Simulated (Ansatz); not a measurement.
Total energies of Nb2(NH2)10 (Nb₂N₁₀H₂₀) from Ansatz at PBE0-D4/def2-SVP, gas phase (1 Eh = 27.2114 eV = 2625.5 kJ/mol). The reference geometry is relaxed at r2SCAN-D4/def2-SVP.

```csv
state,geometry,energy (Eh)
charge 0 singlet,reference,-672.76186
charge 1 doublet,reference,-672.50121
charge 1 doublet,relaxed at r2SCAN-D4/def2-SVP,-672.50961
charge -1 doublet,reference,-672.73466
charge -1 doublet,relaxed at r2SCAN-D4/def2-SVP,-672.74972
free Nb atom (sextet),–,-56.80393
free N atom (quartet),–,-54.47898
free H atom (doublet),–,-0.50029
```

In the def2 sets Nb takes a core potential; there is no spin–orbit coupling.

(1) Work out the vertical ionisation energy to the doublet.

(2) Work out the vertical electron affinity, to the doublet.

(3) Give the fundamental gap IE − EA, the Mulliken electronegativity (IE + EA)/2 and the hardness (IE − EA)/2.

(4) How much does the charge 1 doublet relax, and what is the adiabatic ionisation energy?

(5) How much does the charge -1 doublet relax, and what is the adiabatic electron affinity?

(6) What is the binding energy per atom against free atoms?

(1) E(charge 1 doublet) − E(charge 0 singlet) = -672.50121 − (-672.76186) = 0.26065 Eh = 7.09 eV. For comparison, −ε of the highest occupied level is 5.68 eV at this level, 1.41 eV less.

(2) E(charge 0 singlet) − E(charge -1 doublet) = -672.76186 − (-672.73466) = -0.02720 Eh = -0.74 eV; negative, so the extra electron isn't bound. The basis lacks diffuse functions, which makes affinities too small.

(3) From the values in Eh: IE − EA = 0.26065 − (-0.02720) = 0.28785 Eh = 7.83 eV; (IE + EA)/2 = 3.18 eV; (IE − EA)/2 = 3.92 eV. The HOMO–LUMO gap of the same run is 5.16 eV, 2.67 eV smaller than the fundamental gap.

(4) Relaxation: -672.50121 − (-672.50961) = 0.00840 Eh = 0.23 eV. Adiabatic ionisation energy: 0.25225 Eh = 6.86 eV, without zero-point energy. 

(5) Relaxation: -672.73466 − (-672.74972) = 0.01506 Eh = 0.41 eV. Adiabatic electron affinity: -0.01214 Eh = -0.33 eV, without zero-point energy. 

(6) Atoms: 2 × (-56.80393) + 10 × (-54.47898) + 20 × (-0.50029) = -668.40346 Eh. Binding: -668.40346 − (-672.76186) = 4.35840 Eh = 118.60 eV, or 3.71 eV for each of 32 atoms (no zero-point energy, no counterpoise term).

At PBE0-D4/def2-SVP the highest occupied level of the charge -1 doublet lies above zero (up to 2.10 eV). By energy differences it is unbound by 0.74 eV (vertical, to the charge 0 singlet, at PBE0-D4/def2-SVP) and held by the finite basis. At PBE0-D4/def2-SVP the highest occupied level of the relaxed charge -1 doublet lies above zero (up to 1.14 eV). By energy differences, losing it releases 0.33 eV (each at its own geometry, to the charge 0 singlet, at PBE0-D4/def2-SVP).
